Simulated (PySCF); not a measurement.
SMILES c1ccc(c(N)c1)C, singlet, GFN2-xTB optimised geometry.

```
17

C     -1.43    -1.97    -0.01
C     -0.67    -0.67     0.00
C     -1.34     0.54     0.01
C     -0.65     1.74     0.01
C      0.73     1.74     0.00
C      1.42     0.54     0.00
C      0.73    -0.67     0.00
N      1.44    -1.86    -0.07
H     -1.23    -2.55     0.89
H     -2.50    -1.78    -0.07
H     -1.14    -2.57    -0.87
H     -2.42     0.54     0.01
H     -1.20     2.68     0.02
H      1.28     2.67     0.00
H      2.50     0.54     0.00
H      0.98    -2.68     0.30
H      2.42    -1.80     0.17
```

Density from PBE/def2-SVP in PySCF at that geometry.

Minimum of the electron density along straight lines between bonded atoms, close to the bond critical point (lines longer than 1.1 times the sum of covalent radii, or with two minima, are not listed):

```json
[
 {"bond": "C1–C2", "length / Å": "1.501", "ρ at the minimum / e bohr⁻³": "(withheld)", "∇²ρ there / e bohr⁻⁵": "(withheld)", "position (fraction from the first atom)": "0.50"},
 {"bond": "C2–C3", "length / Å": "1.384", "ρ at the minimum / e bohr⁻³": "0.308", "∇²ρ there / e bohr⁻⁵": "-0.75", "position (fraction from the first atom)": "0.50"},
 {"bond": "C3–C4", "length / Å": "1.385", "ρ at the minimum / e bohr⁻³": "0.308", "∇²ρ there / e bohr⁻⁵": "-0.76", "position (fraction from the first atom)": "0.50"},
 {"bond": "C4–C5", "length / Å": "1.383", "ρ at the minimum / e bohr⁻³": "0.309", "∇²ρ there / e bohr⁻⁵": "-0.76", "position (fraction from the first atom)": "0.50"},
 {"bond": "C5–C6", "length / Å": "1.381", "ρ at the minimum / e bohr⁻³": "0.309", "∇²ρ there / e bohr⁻⁵": "-0.76", "position (fraction from the first atom)": "0.50"},
 {"bond": "C2–C7", "length / Å": "1.403", "ρ at the minimum / e bohr⁻³": "0.300", "∇²ρ there / e bohr⁻⁵": "-0.72", "position (fraction from the first atom)": "0.49"},
 {"bond": "C6–C7", "length / Å": "1.394", "ρ at the minimum / e bohr⁻³": "0.305", "∇²ρ there / e bohr⁻⁵": "-0.75", "position (fraction from the first atom)": "0.49"},
 {"bond": "C7–N8", "length / Å": "1.385", "ρ at the minimum / e bohr⁻³": "0.302", "∇²ρ there / e bohr⁻⁵": "-0.90", "position (fraction from the first atom)": "0.37"},
 {"bond": "C1–H9", "length / Å": "1.092", "ρ at the minimum / e bohr⁻³": "0.270", "∇²ρ there / e bohr⁻⁵": "-0.95", "position (fraction from the first atom)": "0.62"},
 {"bond": "C1–H10", "length / Å": "1.087", "ρ at the minimum / e bohr⁻³": "0.275", "∇²ρ there / e bohr⁻⁵": "-1.00", "position (fraction from the first atom)": "0.63"},
 {"bond": "C1–H11", "length / Å": "1.090", "ρ at the minimum / e bohr⁻³": "0.272", "∇²ρ there / e bohr⁻⁵": "-0.97", "position (fraction from the first atom)": "0.63"},
 {"bond": "C3–H12", "length / Å": "1.081", "ρ at the minimum / e bohr⁻³": "0.279", "∇²ρ there / e bohr⁻⁵": "-1.03", "position (fraction from the first atom)": "0.63"},
 {"bond": "C4–H13", "length / Å": "1.080", "ρ at the minimum / e bohr⁻³": "0.279", "∇²ρ there / e bohr⁻⁵": "-1.03", "position (fraction from the first atom)": "0.63"},
 {"bond": "C5–H14", "length / Å": "1.080", "ρ at the minimum / e bohr⁻³": "0.280", "∇²ρ there / e bohr⁻⁵": "-1.04", "position (fraction from the first atom)": "0.63"},
 {"bond": "C6–H15", "length / Å": "1.082", "ρ at the minimum / e bohr⁻³": "0.277", "∇²ρ there / e bohr⁻⁵": "-1.01", "position (fraction from the first atom)": "0.62"},
 {"bond": "N8–H16", "length / Å": "1.007", "ρ at the minimum / e bohr⁻³": "0.336", "∇²ρ there / e bohr⁻⁵": "-1.56", "position (fraction from the first atom)": "0.76"},
 {"bond": "N8–H17", "length / Å": "1.008", "ρ at the minimum / e bohr⁻³": "0.336", "∇²ρ there / e bohr⁻⁵": "-1.55", "position (fraction from the first atom)": "0.76"}
]
```

Question: Complete the blanks.

Answer: 
- C1–C2, ρ at the minimum / e bohr⁻³: 0.250
- C1–C2, ∇²ρ there / e bohr⁻⁵: -0.55
